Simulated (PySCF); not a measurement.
Ionisation energy of Ar²⁺ by level of theory

Ar²⁺ [Ne] 3s2 3p4 (3P) → Ar³⁺ [Ne] 3s2 3p3 (4S), as a difference of total energies. Calculation: PySCF 2.14, in x2c-QZVPPall (9s6p4d2f1g, 70 functions); the spin-free X2C one-electron Hamiltonian (Gaussian nucleus). Correlated levels: valence and next inner shell: 1s2 frozen. The calculations carry no spin-orbit coupling.

```
                                method  ionisation energy (eV)
                                   UHF                  39.386
    MP2 (valence and next inner shell)                  40.346
SCS-MP2 (valence and next inner shell)                  40.451
   CCSD (valence and next inner shell)                  40.469
CCSD(T) (valence and next inner shell)                  40.503
```

**Question.** How much does correlation contribute at CCSD(T) (valence and next inner shell)?

**Answer.** 40.503 − (39.386) = 1.117 eV, measured against UHF.

A first-order spin-orbit estimate (lowest level to lowest level, LS coupling) adds 0.063 eV.

Errors of the correlated levels include the incompleteness of this basis and the frozen core.

For comparison: 40.735 ± 0.012 eV (semi-empirical (NIST evaluation); NIST Atomic Spectra Database, ionization energies).
